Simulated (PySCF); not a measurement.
A calculated (r2SCAN, PySCF 2.14, x2c-TZVPall, scalar relativity by spin-free X2C-1e) atom or ion has these occupied shells.

```csv
shell,electrons,orbital energy (eV),"rms radius, mean of both spins (bohr)"
1s α,1,-13338.0,0.0492
1s β,1,-13337.9,0.0492
2s α,1,-1746.2,0.205
2s β,1,-1746.2,0.205
2p α,3,-1538.3,0.183
2p β,3,-1538.2,0.183
3s α,1,-244.14,0.590
3s β,1,-244.06,0.590
3p α,3,-177.66,0.610
3p β,3,-177.57,0.610
3d α,5,-68.137,0.657
3d β,5,-68.004,0.657
4s α,1,-21.353,1.81
4s β,1,-20.022,1.81
4p α,3,-8.599,2.26
4p β,2,-7.715,2.26
```

Q: Name the element and its charge.

A: Br (bromine, neutral), in [Ar] 3d10 4s2 4p5, 2P determinant.
